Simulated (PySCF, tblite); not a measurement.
One entry of a table of gas-phase calculations, keyed by method. Lists by class give the value and the number of equivalent atoms.

```json
{
 "formula": "C5H3Cl3SSi",
 "smiles": "C#CC(=C=S)[SiH2]C(Cl)(Cl)Cl",
 "inchi": "InChI=1S/C5H3Cl3SSi/c1-2-4(3-9)10-5(6,7)8/h1H,10H2",
 "charge": 0,
 "multiplicity": 1,
 "geometry_level": "GFN2-xTB",
 "atoms_angstrom": [
  ["C", 3.257, -0.663, -0.585],
  ["C", 2.189, -0.217, -0.267],
  ["C", 0.923, 0.287, 0.102],
  ["C", 0.796, 1.402, 0.778],
  ["S", 0.595, 2.713, 1.577],
  ["Si", -0.547, -0.762, -0.442],
  ["C", -2.162, 0.097, 0.2],
  ["Cl", -2.345, 1.716, -0.502],
  ["Cl", -3.556, -0.888, -0.286],
  ["Cl", -2.157, 0.233, 1.969],
  ["H", 4.195, -1.044, -0.858],
  ["H", -0.524, -2.079, 0.192],
  ["H", -0.671, -0.796, -1.897]
 ],
 "electronic_structure_code": "PySCF",
 "results": {
  "GFN2-xTB geometry": {
   "rotational_constants_GHz": [0.886, 0.477, 0.379]
  },
  "PBE0/pcSseg-1 ground state and GIAO shieldings, non-relativistic": {
   "dipole_D": 1.51,
   "homo_eV": -6.75,
   "lumo_eV": -2.69,
   "shift_vs_computed_TMS_C_by_class_ppm": [
    [253.8, 1],
    [110.0, 1],
    [97.8, 1],
    [70.1, 1],
    [44.9, 1]
   ],
   "shift_vs_computed_TMS_H_by_class_ppm": [
    [4.88, 2],
    [2.95, 1]
   ],
   "shielding_other_nuclei_by_class_ppm": [
    ["Si", 369.5, 1],
    ["S", 201.7, 1],
    ["Cl", 514.4, 3]
   ],
   "charges_hirshfeld_e_by_atom": [-0.11, -0.05, -0.13, 0.04, 0.03, 0.32, 0.0, -0.03, -0.03, -0.03, 0.1, -0.06, -0.06]
  },
  "GFN2-xTB harmonic vibrations, gas phase": {
   "strongest_ir_bands_cm-1_km_per_mol_modes": [
    [711.4, 339.3, 1],
    [744.5, 194.1, 1],
    [994.6, 95.8, 1],
    [1833.0, 635.5, 1],
    [2293.6, 254.9, 1],
    [2304.6, 92.7, 1]
   ],
   "zpe_kcal_per_mol": 34.3
  }
 }
}
```

The zero-point energy, half the sum of the 33 harmonic wavenumbers, equals 11990 cm⁻¹ or 143 kJ/mol. With B = h/(8π²I), that is 505.379 GHz u Å² over I, the principal moments of inertia are 570.2, 1059.6 and 1332.1 u Å² (most abundant isotopes); the inertial defect Ic − Ia − Ib is -297.7 u Å² (zero for a rigid planar frame, negative otherwise). The rotational constants make it an asymmetric top with κ = (2B − A − C)/(A − C) = -0.62, nearer the prolate limit (−1). In atomic units the dipole is 0.60 e·bohr (1 au = 2.5417 D).

The shieldings hold no spin–orbit term; for a carbon that bears several chlorines this term is known to matter. NMR classes are plain means over equivalent atoms (diastereotopic ones count apart unless rotation or inversion swaps them), as if these changed places fast; in this geometry the members of some classes differ.

For the vibration job (GFN2-xTB), time: 1.6 s of wall time. Hardware: Arm Neoverse N1, one thread, shared host with 64 logical CPUs at a one-minute load of 60.

Conformer computed: `[CH:1]#[C:2][C:3](=[C:4]=[S:5])[SiH2:6][C:7]([Cl:8])([Cl:9])[Cl:10]`: C2–C3–Si6–C7 179°, C3–Si6–C7–Cl8 61°.

One conformer stands for the species.
